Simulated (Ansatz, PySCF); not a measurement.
GaCl4, SMILES [Cl][Ga-]([Cl])([Cl])[Cl], charge -1. Atoms are numbered in the order given.

```xyz
5

Ga     0.0000     0.0000     0.0000
Cl     1.2888     1.2888    -1.2888
Cl    -1.2888     1.2888     1.2888
Cl    -1.2888    -1.2888    -1.2888
Cl     1.2888    -1.2888     1.2888
```
Charge -1, spin multiplicity 1.

Coordinates come from a B3LYP-D3(BJ)/def2-SVPD optimisation. The isomer is the one that the SMILES or the coordinates give; other isomers of the formula were not compared.

Two levels are set side by side: PBE-D3(BJ)/def2-SVPD (Ansatz, a first-principles code) and B3LYP-D3(BJ)/def2-SVPD (Ansatz). Each level has its own optimised geometry; the coordinates shown are those of the second. Frequencies come from the Hessian of PySCF at each geometry. Differences are taken from unrounded values.

```
quantity                            B3LYP-D3(BJ)
----------------------------------  ------------
mean bond length (Å)                       2.232
bond Ga1–Cl2 (Å)                           2.232
bond Ga1–Cl3 (Å)                           2.232
bond Ga1–Cl4 (Å)                           2.232
bond Ga1–Cl5 (Å)                           2.232
highest harmonic wavenumber (cm⁻¹)           359
mean harmonic wavenumber (cm⁻¹)              224
zero-point energy (kcal/mol)                2.88
```

**Question.** What does PBE-D3(BJ) give, and how far is it from B3LYP-D3(BJ)? (An estimate is asked for; the answer gives what the named calculation found.)

**Answer.** 
| quantity | PBE-D3(BJ) | PBE-D3(BJ) minus B3LYP-D3(BJ) |
|---|---|---|
| mean bond length (Å) | 2.235 | 0.003 |
| bond Ga1–Cl2 (Å) | 2.235 | 0.003 |
| bond Ga1–Cl3 (Å) | 2.235 | 0.003 |
| bond Ga1–Cl4 (Å) | 2.235 | 0.003 |
| bond Ga1–Cl5 (Å) | 2.235 | 0.003 |
| highest harmonic wavenumber (cm⁻¹) | 355 | -5 |
| mean harmonic wavenumber (cm⁻¹) | 218 | -5 |
| zero-point energy (kcal/mol) | 2.81 | -0.07 |
